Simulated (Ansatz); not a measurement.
Gas-phase electronic energies from Ansatz, PBE0-D4/def2-TZVP geometries. CCSD(T)/CBS is the MP2 limit (def2-TZVPP, def2-QZVPP) plus CCSD(T) − MP2 in def2-TZVPP, frozen cores. This one scheme is used for every species, atoms too. DFT in def2-TZVPP. No spin–orbit coupling; open shells (•) take unrestricted orbitals. Spin–orbit coupling would lower the free atoms: a little for C, Si. Each species was taken in one conformer, which may not be the lowest.

Consider the atomization: `N=C=C[SiH3]` → 2 C• + 5 H• + N• + Si•.

`N=C=C[SiH3]`:

Cartesian coordinates in Å:
```
N -2.429 0.057 -0.095
C -1.270 -0.119 -0.412
C -0.021 -0.410 -0.666
Si 1.319 0.019 0.534
H -2.862 0.940 -0.351
H 0.198 -0.906 -1.607
H 0.707 0.697 1.704
H 2.036 -1.203 0.986
H 2.321 0.924 -0.092
```

```
      species  CAM-B3LYP-D4 energy (Eh)
`N=C=C[SiH3]`                -423.41934
           C•                 -37.83702
           H•                  -0.49881
           N•                 -54.58263
          Si•                -289.37690
```

Q: Work out ΔE.

A: ΔE = 5 × (-0.49881) + 2 × (-37.83702) + (-54.58263) + (-289.37690) − (-423.41934) = 1.29172 Eh = +35.15 eV. CCSD(T)/CBS gives +34.79 eV.

Largest T1 diagnostic among the species: 0.015.

At CCSD(T), def2-SVP lies −2.01 eV from the extrapolated value and def2-TZVPP −0.97 eV: correlation converges slowly with the basis, and small sets miss more of it in the bonded molecule than in its fragments. From r2SCAN to r2SCAN0 (25 % exact exchange), in def2-TZVPP and without D4, ΔE moves by −0.68 eV: exact exchange takes away binding that semilocal exchange gives to molecules. Leaving LDA and LC-ωPBE aside and taking each functional with its dispersion term where it has one, the values, not all of them listed here, spread over 1.96 eV, from BHLYP-D4 to PBE-D4. LDA lies +4.32 eV from PBE without D4, its usual overbinding.

For atomizations the MP2-based limit and the directly extrapolated one differ by several kJ/mol either way, and by 10 to 25 for some Ge, Se and Sn compounds, so smaller differences from it don't rank the levels.
